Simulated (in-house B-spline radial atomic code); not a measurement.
The nickel ion Ni³⁺: [Ar] 3d7

All numbers are computed (Dirac-Kohn-Sham HSE06, spherical fractional occupations; Fermi nucleus of rms radius 3.7757 fm) with an all-electron radial atomic-structure program (B-spline basis), not measured.

Screening seen three ways: the hydrogenic charge with the same mean radius, Z_r = [3n² - l(l+1)]/(2<r>), the one with the same energy, Z_e = n√(-2ε), and Slater's rules. Values are occupation-weighted means over j.

| shell | electrons | ε (eV) | <r> (bohr) | Z_r | Z_e | Slater |
| --- | --- | --- | --- | --- | --- | --- |
| 1s | 2 | -8300.4 | 0.05408 | 27.74 | 24.70 | 27.70 |
| 2s | 2 | -1040.3 | 0.2443 | 24.56 | 17.49 | 23.85 |
| 2p | 6 | -899.58 | 0.2151 | 23.24 | 16.26 | 23.85 |
| 3s | 2 | -157.33 | 0.7345 | 18.38 | 10.20 | 16.75 |
| 3p | 6 | -115.71 | 0.7686 | 16.26 | 8.75 | 16.75 |
| 3d | 7 | -48.287 | 0.8983 | 11.69 | 5.65 | 7.90 |

The least bound orbital is 3d5/2 at -48.18 eV, and it is also the most diffuse (<r> = 0.9 bohr).

Spin-orbit splittings of the orbital energies (j = l + 1/2 above j = l - 1/2 when positive): 2p 17.54 eV, 3p 2.29 eV, 3d 0.2716 eV.

For the 1s electron the small component carries 1.02 % of the norm, the zero-frequency Breit interaction raises the level by 10.59 eV, self-energy by 5.321 eV, and vacuum polarisation lowers it by 0.4734 eV.

The density falls to 0.001 bohr⁻³ at 2.679 bohr; Σ<r²> = 13.051 bohr² gives, by the non-relativistic formula and without the paramagnetism of open shells, a Langevin diamagnetic susceptibility of -10.34×10⁻⁶ cm³/mol.

Caution: exact exchange at fractional occupations of open shells leaves self-interaction of up to several eV.
